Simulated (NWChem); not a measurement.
Molecule: AlH₃S; SMILES [AlH2][SH]

```xyz
5

Al     0.0174    -1.1197     0.0000
H      1.4228    -1.8470     0.0000
H     -1.3843    -1.8595     0.0000
S      0.0635     1.0659     0.0000
H     -1.2807     1.2079     0.0000
```
Atoms are numbered in this order, from 1.

The geometry was optimised at PBE0/def2-SVP.

Symmetry labels are those of Cs in the frame above (b1 and b2, or b-type labels, depend on it).

List the 4 lowest vertical singlet excitations from LDA (Slater exchange, VWN5)/6-31+G* (spherical d), TDA (NWChem).


```tsv
state	energy (eV)	oscillator strength	symmetry	leading excitation (squared amplitude)
S1	5.07	0.101	a'	HOMO → LUMO (0.92)
S2	5.22	0.000	a"	HOMO−1 → LUMO (1.00)
S3	5.46	0.002	a"	HOMO−2 → LUMO (0.99)
S4	5.93	0.083	a"	HOMO → LUMO+1 (0.98)
```
